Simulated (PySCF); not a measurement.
## Electronic structure of Sn²⁺ (tin, charge +2) at the UHF level

Configuration: [Kr] 4d9 5s2 5p1, one real determinant (an excited configuration). Computed with PySCF 2.14 in def2-QZVPPD with the def2 core potential (28 electrons), with a scalar-relativistic core potential.

* Total energy: -211.627407 hartree
* One-electron energy: -356.9551 hartree
* Hartree (Coulomb) energy: 161.6439 hartree
* Exchange energy: -16.3162 hartree
* ⟨S²⟩: 2.0116
* ⟨L²⟩: 8.054
* Sum of ⟨r⟩: 23.49 bohr
* Sum of ⟨r²⟩: 36.48 bohr²
* Traceless quadrupole moment −½Σ⟨3z² − r²⟩ along its main axis: -2.85 e·bohr²

```csv
shell,electrons,mean orbital energy (eV),spread (eV),"rms radius, mean of both spins (bohr)"
4s α,1,-185.98,0,0.873
4s β,1,-182.97,0,0.873
4p α,3,-136.20,2.320,0.945
4p β,3,-132.67,2.468,0.945
4d α,5,-60.655,2.297,1.14
4d β,4,-59.121,0.996,1.14
5s α,1,-33.516,0,2.32
5s β,1,-30.716,0,2.32
5p α,1,-24.543,0,2.69
```

⟨L²⟩ = 8.05 against 12 for a pure F term, so this real determinant mixes terms. Energies and moments cover only the electrons outside the core potential.
